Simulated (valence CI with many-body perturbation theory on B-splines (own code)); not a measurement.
# Forbidden lines of Pm XI

Computed by relativistic CI+MBPT: five valence electrons over a frozen Dirac-Fock core [Kr] 4d10, radial functions for each j: 7 s, 7 p, 7 d, 7 f, 4 g, 2 h, with the one-electron correlation potential Σ1, the two-electron term Σ2, the three-electron term Σ3, Breit, model QED; selected CI, second order for the rest, scaled by the run's own slope (own B-spline code, finite nucleus).

No measured spectrum was set against this ion. As an estimate, terms of the open shell hold to a few per cent of their energy, and close levels can change places; configurations with another count of f electrons can be misplaced by thousands of cm⁻¹. Core correlation moves these levels by up to 38000 cm⁻¹, and in measured spectra 5 to 20 % of such shifts remained as error; rates that hang on mixing are uncertain with them. Among the levels kept, up to 1000 cm⁻¹ of a level comes from second order outside the variational space, and about a tenth of that is noise between levels of different J, which matters for small intervals. The lowest computed level is not the ground level that NIST lists (°, for many ions itself from theory). Only levels of the ground parity were solved; by the run's estimate the other parity begins above the list, which can be wrong where configurations are misplaced.

Lines 1 to 50 of 117 in falling wavelength, among levels below 40406 cm⁻¹, chosen from the decays that carry over 1 % of a level's rate. Wavelengths and rates use the calculated energies, so an error of 2000 cm⁻¹ moves a line at 6036 nm by 120 % and its rate by three times that or more. Electric multipoles are in the length gauge, E1 and E2 with the static RPA response of the core. Weak lines are less certain than strong ones. Lines between different terms over intervals too small for the method are left out, as are lines whose strength nearly cancels. Where a level lies close to another of its J and parity, the split of strength between their lines is uncertain. Intervals below about 2000 cm⁻¹, as at the head of this list, are uncertain by tens of per cent.

Names give the largest LS component (configuration and term), which can be under half, so a name can repeat, a term be missing and a line seem to break the LS rules; names also repeat where a configuration has a term twice.

```csv
λ vac (nm),Upper,Lower,Type,A (s⁻¹),Branch %
7527,4f³5s² ⁴F°_5/2,4f³5s² ⁴F°_3/2,M1,9.35e-02,27.3
7190,4f³5s² ⁴F°_7/2,4f³5s² ⁴F°_5/2,M1,9.89e-02,9.5
6036,4f³5s² ⁴F°_7/2,4f³5s² ²H°_9/2,M1,1.45e-02,1.4
5533,4f³5s² ⁴S°_3/2,4f³5s² ⁴F°_3/2,M1,1.25e-02,8.6
5398,4f²5s²5p ⁴F°_5/2,4f²5s²5p ⁴G°_7/2,M1,2.66e-02,8.5
5062,4f²5s²5p ⁴H°_9/2,4f²5s²5p ⁴H°_7/2,M1,1.97e-01,43.2
4699,4f³5s² ⁴F°_9/2,4f³5s² ⁴F°_7/2,M1,1.63e-01,1.5
4545,4f²5s²5p ²D°_3/2,4f²5s²5p ⁴G°_5/2,M1,1.57e-02,100.0
4508,4f²5s²5p ²F°_7/2,4f²5s²5p ⁴D°_7/2,M1,6.80e-02,1.3
4503,4f³5s² ⁴I°_11/2,4f³5s² ⁴I°_9/2,M1,3.36e-01,19.0
4296,4f²5s²5p ⁴F°_5/2,4f²5s²5p ²D°_3/2,M1,2.74e-01,87.4
4184,4f²5s²5p ²G°_9/2,4f²5s²5p ⁴G°_11/2,M1,6.83e-02,1.2
4091,4f²5s²5p ²G°_9/2,4f²5s²5p ⁴G°_7/2,M1,2.36e-01,4.0
3738,4f²5s²5p ⁴G°_7/2,4f²5s²5p ⁴G°_5/2,M1,4.58e-01,51.8
3511,4f³5s² ⁴I°_15/2,4f³5s² ⁴I°_13/2,M1,7.41e-01,100.0
3429,4f³5s² ⁴I°_13/2,4f³5s² ⁴I°_11/2,M1,1.09e+00,99.5
2897,4f²5s²5p ⁴G°_5/2,4f²5s²5p ⁴H°_7/2,M1,4.42e-03,92.1
2642,4f³5s² ⁴F°_9/2,4f³5s² ²H°_9/2,M1,3.83e-01,3.5
2486,4f²5s²5p ⁴D°_7/2,4f²5s²5p ⁴F°_5/2,M1,5.66e-01,12.9
2485,4f²5s²5p ⁴I°_11/2,4f³5s² ⁴I°_9/2,M1,6.77e-01,9.8
2409,4f²5s²5p ⁴G°_7/2,4f²5s²5p ⁴H°_9/2,M1,1.71e-02,1.9
2378,4f²5s²5p ⁴G°_11/2,4f²5s²5p ⁴H°_9/2,M1,1.35e+00,70.6
2373,4f³5s² ²H°_11/2,4f³5s² ²H°_9/2,M1,7.22e-01,12.3
2284,4f³5s² ⁴G°_5/2,4f³5s² ⁴F°_7/2,M1,2.28e-02,4.0
2209,4f²5s²5p ⁴F°_5/2,4f²5s²5p ⁴G°_5/2,M1,1.11e-02,3.6
2205,4f³5s² ⁴F°_7/2,4f²5s²5p ⁴D°_7/2,M1,6.54e-02,6.3
2205,4f²5s²5p ⁴H°_9/2,4f³5s² ⁴I°_9/2,M1,8.93e-03,2.0
2120,4f²5s²5p ⁴G°_11/2,4f²5s²5p ⁴I°_11/2,M1,2.06e-02,1.1
2062,4f³5s² ²G°_7/2,4f³5s² ⁴F°_7/2,M1,3.05e-01,7.9
1901,4f³5s² ⁴I°_11/2,4f²5s²5p ⁴I°_9/2,M1,1.43e+00,81.0
1786,4f²5s²5p ⁴H°_7/2,4f²5s²5p ⁴I°_9/2,M1,1.72e-01,99.7
1770,4f²5s²5p ²F°_7/2,4f²5s²5p ²G°_9/2,M1,2.17e-01,4.2
1733,4f³5s² ⁴G°_5/2,4f³5s² ⁴F°_5/2,M1,2.97e-02,5.1
1713,4f³5s² ⁴F°_3/2,4f²5s²5p ⁴F°_5/2,M1,1.01e-02,7.5
1702,4f²5s²5p ⁴D°_7/2,4f²5s²5p ⁴G°_7/2,M1,5.45e-01,12.4
1663,4f²5s²5p ⁴G°_5/2,4f³5s² ⁴I°_9/2,E2,1.03e-04,2.1
1612,4f²5s²5p ⁴H°_13/2,4f²5s²5p ⁴I°_11/2,M1,6.10e+00,87.9
1602,4f²5s²5p ²F°_7/2,4f²5s²5p ⁴F°_5/2,M1,1.38e+00,26.7
1602,4f³5s² ²G°_7/2,4f³5s² ⁴F°_5/2,M1,7.33e-01,18.9
1585,4f³5s² ²H°_9/2,4f²5s²5p ²G°_9/2,M1,2.99e-01,3.7
1537,4f³5s² ²G°_7/2,4f³5s² ²H°_9/2,M1,5.65e-01,14.5
1501,4f³5s² ⁴F°_9/2,4f²5s²5p ⁴D°_7/2,M1,2.54e-01,2.4
1493,4f³5s² ⁴G°_5/2,4f²5s²5p ²F°_7/2,M1,3.24e-02,5.6
1416,4f²5s²5p ⁴I°_11/2,4f²5s²5p ⁴I°_9/2,M1,6.23e+00,90.2
1409,4f³5s² ⁴G°_5/2,4f³5s² ⁴F°_3/2,M1,8.78e-02,15.2
1407,4f²5s²5p ²G°_9/2,4f²5s²5p ⁴I°_11/2,M1,1.15e-01,2.0
1395,4f³5s² ⁴F°_5/2,4f²5s²5p ⁴F°_5/2,M1,4.86e-02,14.2
1395,4f³5s² ²G°_7/2,4f²5s²5p ²F°_7/2,M1,8.23e-02,2.1
1320,4f²5s²5p ⁴H°_9/2,4f²5s²5p ⁴I°_9/2,M1,2.42e-01,53.1
1308,4f³5s² ⁴S°_3/2,4f²5s²5p ⁴F°_5/2,M1,2.73e-02,18.8
```
